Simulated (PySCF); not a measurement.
**Ionisation energy of Pd by level of theory**

Pd [Kr] 4d10 (1S) → Pd⁺ [Kr] 4d9 (2D), as a difference of total energies. All numbers are calculated (PySCF 2.14, the spin-free X2C one-electron Hamiltonian (Gaussian nucleus), in x2c-TZVPPall with one added diffuse shell each of s, p, d, f type (9s7p7d3f1g, 95 functions)). Correlated levels: valence and next inner shell: [Ar] 3d10 frozen. The calculations carry no spin-orbit coupling.

Task: Order these methods by the ionisation energy they give, lowest first.
A. SCS-MP2 (valence and next inner shell)
B. MP2 (valence and next inner shell)
C. UHF
D. CCSD (valence and next inner shell)

Result: C (6.267 eV), D (8.085 eV), A (8.540 eV), B (8.887 eV).

Errors of the correlated levels include the incompleteness of this basis and the frozen core.

For comparison: 8.512 eV (measured; NIST levels, between the centres of gravity of the two terms).
